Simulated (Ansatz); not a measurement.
Basis-set series for C₂H₇Si₂, SMILES `[SiH2]/C=C/[SiH3]` radical. Charge 0, multiplicity 2. Geometry: relaxed with PBE0-D4/def2-TZVP.

Z-matrix (Å, degrees):
```
Si
C 1 1.860
H 1 1.489 2 110.8
H 1 1.487 2 108.8 3 -120.4
H 1 1.488 2 110.7 3 119.2
C 2 1.347 1 123.6 3 120.4
H 2 1.091 1 118.2 3 -60.1
Si 6 1.836 2 124.3 1 -177.2
H 6 1.091 2 118.3 1 -1.2
H 8 1.487 6 112.5 2 -19.5
H 8 1.486 6 113.9 2 -149.4
```

| functional | basis | functions | energy (Eh) | HOMO (eV) | LUMO (eV) |
| --- | --- | --- | --- | --- | --- |
| PBE0-D4 | def2-SVP | 99 | -658.74572 | -5.83 | -2.51 |
| PBE0-D4 | def2-TZVPP | 244 | -659.03435 | -5.86 | -2.56 |
| ωB97M-V | def2-SVP | 99 | -658.97953 | -7.48 | -0.78 |
| ωB97M-V | def2-TZVPP | 244 | -659.27500 | -7.53 | -0.90 |

Task: Give the rows for def2-QZVPP. (An estimate is asked.)

Result: Ansatz gave: 
| functional | basis | functions | energy (Eh) | HOMO (eV) | LUMO (eV) |
| --- | --- | --- | --- | --- | --- |
| PBE0-D4 | def2-QZVPP | 464 | -659.05832 | -5.87 | -2.58 |
| ωB97M-V | def2-QZVPP | 464 | -659.29735 | -7.55 | -0.95 |

HOMO and LUMO are taken over both spins.
